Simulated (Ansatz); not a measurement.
Geometry optimisation, RKS PBE-D4/def2-SVP in Ansatz.

Input file:

```yaml
crystal:
  periodic: [false, false, false]
  atoms:
    - { symbol: Ge, position_ang: [0.197417, 0.522828, -0.396526] }
    - { symbol: H, position_ang: [-0.152598, -0.119058, 2.264835] }
    - { symbol: F, position_ang: [1.497868, -0.044195, -1.384433] }
    - { symbol: Cl, position_ang: [-1.241745, 1.618408, -1.507215] }
    - { symbol: F, position_ang: [-0.543546, -0.90612, 0.234953] }
    - { symbol: F, position_ang: [0.923006, 1.546446, 0.758798] }
    - { symbol: H, position_ang: [0.207798, 0.475392, 2.453188] }
basis:
  gaussian: { orbitals: def2-SVP }
hamiltonian:
  xc: pbe
  dispersion: d4
relax:
  f_tol: 0.03
  max_steps: 50
```

Launched with:

```bash
$ ansatz run input.yaml --threads 2 --pin off --max-ram 3072MiB --backend cpu --events-out ev --progress --plain --runs-dir out
```

Problem. Where does it end, and by what steps?

Solution. It converged. The force dipped under the threshold on the way, but the program's further checks kept it going. After 19 steps the energy has fallen by 0.224 eV; H7 moved furthest, 1.07 Å.

```csv
step,energy less start (eV),largest force component (eV/Å),accepted
0,0.0000,1.574,yes
1,-0.1471,0.389,yes
2,-0.1598,0.153,yes
3,-0.1966,0.352,yes
4,-0.2135,0.224,yes
5,-0.2169,0.210,yes
6,-0.2187,0.180,yes
7,-0.2201,0.039,yes
8,-0.2204,0.111,yes
9,-0.2210,0.057,yes
10,-0.2217,0.071,yes
11,-0.2215,0.230,no
12,-0.2223,0.024,yes
13,-0.2220,0.240,no
14,-0.2227,0.054,yes
15,-0.2230,0.110,yes
16,-0.2233,0.048,yes
17,-0.2236,0.008,yes
18,-0.2237,0.030,yes
19,-0.2238,0.023,yes
```

```xyz
7
Properties=species:S:1:pos:R:3
Ge 0.284 0.606 -0.706
H -0.200 -0.151 2.675
F 1.430 -0.098 -1.788
Cl -1.268 1.596 -1.757
F -0.349 -0.669 0.278
F 1.135 1.693 0.328
H -0.145 0.117 3.394
```

Whether the end is a true minimum wasn't checked by a vibrational analysis.

Run time: 38 s on 2 threads of Arm Neoverse V1 (shared host), peak memory 0.14 GiB.
